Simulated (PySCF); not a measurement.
Molecule: `CCCCC(=O)OC`, C6H12O2.

Molfile (atoms numbered from 1):
```
C6H12O2
     RDKit          3D

 20 19  0  0  0  0  0  0  0  0999 V2000
   -3.0682    0.2144   -0.7860 C   0  0  0  0  0  0  0  0  0  0  0  0
   -1.6634   -0.3239   -0.5715 C   0  0  0  0  0  0  0  0  0  0  0  0
   -1.0687    0.0808    0.7715 C   0  0  0  0  0  0  0  0  0  0  0  0
    0.3396   -0.4422    0.9989 C   0  0  0  0  0  0  0  0  0  0  0  0
    1.3662    0.2113    0.1104 C   0  0  0  0  0  0  0  0  0  0  0  0
    1.2092    1.2350   -0.5031 O   0  0  0  0  0  0  0  0  0  0  0  0
    2.5145   -0.4778    0.0994 O   0  0  0  0  0  0  0  0  0  0  0  0
    3.5610    0.0776   -0.6761 C   0  0  0  0  0  0  0  0  0  0  0  0
   -3.7608   -0.1449   -0.0074 H   0  0  0  0  0  0  0  0  0  0  0  0
   -3.4759   -0.0936   -1.7608 H   0  0  0  0  0  0  0  0  0  0  0  0
   -3.0797    1.3156   -0.7541 H   0  0  0  0  0  0  0  0  0  0  0  0
   -1.0034    0.0384   -1.3770 H   0  0  0  0  0  0  0  0  0  0  0  0
   -1.6703   -1.4262   -0.6477 H   0  0  0  0  0  0  0  0  0  0  0  0
   -1.7191   -0.2802    1.5859 H   0  0  0  0  0  0  0  0  0  0  0  0
   -1.0521    1.1808    0.8445 H   0  0  0  0  0  0  0  0  0  0  0  0
    0.6668   -0.2558    2.0366 H   0  0  0  0  0  0  0  0  0  0  0  0
    0.4059   -1.5335    0.8613 H   0  0  0  0  0  0  0  0  0  0  0  0
    4.3844   -0.6457   -0.6487 H   0  0  0  0  0  0  0  0  0  0  0  0
    3.2348    0.2471   -1.7127 H   0  0  0  0  0  0  0  0  0  0  0  0
    3.8913    1.0409   -0.2585 H   0  0  0  0  0  0  0  0  0  0  0  0
  1  2  1  0
  2  3  1  0
  3  4  1  0
  4  5  1  0
  5  6  2  0
  5  7  1  0
  7  8  1  0
  1  9  1  0
  1 10  1  0
  1 11  1  0
  2 12  1  0
  2 13  1  0
  3 14  1  0
  3 15  1  0
  4 16  1  0
  4 17  1  0
  8 18  1  0
  8 19  1  0
  8 20  1  0
M  END
```

Geometry PBE0-D3(BJ)/def2-SVP throughout; GIAO in PySCF 2.14, gas phase, one conformer, non-relativistic; equivalent atoms averaged; functional PBE0.

Question: How do the absolute shieldings σ depend on the basis set? (a selection of nuclei; ppm; last column core-seconds on shared hosts with different chips, so compare them loosely)

Answer: 
```
    basis set  functions     C5     C8     C4     C3     C1     O7  H18/H19/H20  H9/H10/H11  H12/H13  core-s
       STO-3G         52  118.7  187.1  205.2  207.4  214.4  244.4        29.96       31.87    31.98     5.1
     pcSseg-0         96    4.0  139.0  155.4  166.0  175.6  151.7        28.83       31.72    31.72      11
        6-31G         96   30.8  150.5  165.1  172.7  182.9  155.6        28.81       31.51    31.14      11
       6-31G*        136   32.2  145.0  162.0  167.8  178.1  171.0        28.45       30.98    30.55      15
      cc-pVDZ        172   28.5  147.9  162.7  167.8  179.9  167.6        27.84       30.41    30.14      32
     def2-SVP        172   25.9  145.2  161.4  167.3  178.1  169.5        27.95       30.51    30.28      27
     pcSseg-1        196    6.0  132.7  149.8  156.4  168.0  145.7        27.67       30.29    30.14      52
6-311+G(2d,p)        288   10.1  135.9  152.4  158.4  170.9  147.9        28.00       30.59    30.25      46
  aug-cc-pVDZ        292   23.2  146.6  161.2  166.8  179.7  165.2        27.76       30.40    30.12      70
    def2-TZVP        320    8.5  135.2  151.8  157.9  170.4  148.0        27.99       30.56    30.22      84
```

Question: Which nucleus among those listed moves most, in ppm?

Answer: C5 (ester carbonyl carbon): from 4.0 ppm with pcSseg-0 to 118.7 ppm with STO-3G. The smallest spread is 1.58 ppm, at H9/H10/H11. Proton shifts span only some 12 ppm, so a few tenths of a ppm matter as much there as several ppm in carbon.

Question: Taking the largest basis, def2-TZVP (320 functions), as the yardstick, rank the others by their worst heavy-atom deviation.

Answer: 6-311+G(2d,p) 1.7 ppm (288 functions), pcSseg-1 2.5 ppm (196 functions), pcSseg-0 8.1 ppm (96 functions), aug-cc-pVDZ 17.2 ppm (292 functions), cc-pVDZ 20.1 ppm (172 functions), def2-SVP 21.6 ppm (172 functions), 6-31G 22.4 ppm (96 functions), 6-31G* 23.7 ppm (136 functions), STO-3G 110.3 ppm (52 functions).

A small basis that lands close on one nucleus may do so by chance; judge by the trend and by all nuclei.
